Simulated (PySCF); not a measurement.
C2H7NSSi, SMILES CN(C)[Si]S (connectivity only; charge and spin as stated), neutral, multiplicity 1. Atoms are numbered in the order given.

```xyz
12

Si     1.0764     0.2925     0.0000
N     -0.0658    -1.0193     0.0000
C     -1.5204    -0.9986     0.0000
C      0.4805    -2.3731     0.0000
H     -1.9182    -1.5142    -0.8931
H     -1.9182    -1.5142     0.8931
H     -1.8982     0.0325     0.0000
H      0.1525    -2.9341     0.8941
H      0.1525    -2.9341    -0.8941
H      1.5810    -2.3325     0.0000
S     -0.3244     1.9735     0.0000
H      0.6692     2.8903     0.0000
```

Geometry: TPSSh-D3(BJ)/def2-SVP. The structure was generated by enumeration; whether it is a known compound was not checked. Other conformers were not sampled.

Calculation: PBE/pcSseg-1 (PySCF).

GIAO shieldings, no solvent; atoms listed in one row are averaged. δ = σ(ref) − σ: ²⁹Si against TMS (σ = 335.4 ppm); ¹⁵N against NH3 (σ = 267.0 ppm); ¹³C against TMS (σ = 182.0 ppm); ¹H against TMS (σ = 31.49 ppm); ³³S against H2S (σ = 706.5 ppm), references at their B3LYP-D3(BJ)/def2-TZVP geometries, non-relativistic.

Q: Estimate the chemical shifts. (The exact figures need the calculation; the answer reports its results.)

A: 
```tsv
nucleus	atoms	count	δ (ppm)
²⁹Si	Si1	1	220.5
¹⁵N	N2	1	178.3
¹³C	C4	1	48.9
¹³C	C3	1	45.5
¹H	H5, H6, H7	3	3.54
¹H	H8, H9, H10	3	3.41
¹H	H12	1	2.80
³³S	S11	1	289.3
```
